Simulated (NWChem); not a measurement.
System: C2H6Al, doublet; SMILES [CH3][Al][CH3]

Computed with NWChem. Spin-unrestricted. In the optimisation the excess spin sits in a (C2, its own frame). The geometry was optimised at PBE0/def2-SVP, spin-unrestricted. This spin state was assumed; another may lie lower. No stability test was run on the SCF state. Level r2SCAN/def2-SVP: energy and gradient on several grids; changes count from the extra-fine grid, which is no exact limit either.

```tsv
grid	size of the energy change (μHa)	largest change of a gradient component (μHa/bohr)	time, medium = 1 (rough)
xcoarse	1000	800	about 1
coarse	10	100	about 1
medium	200	50	about 1
fine	< 10	< 30	about 1
xfine	< 10	< 30	3
```
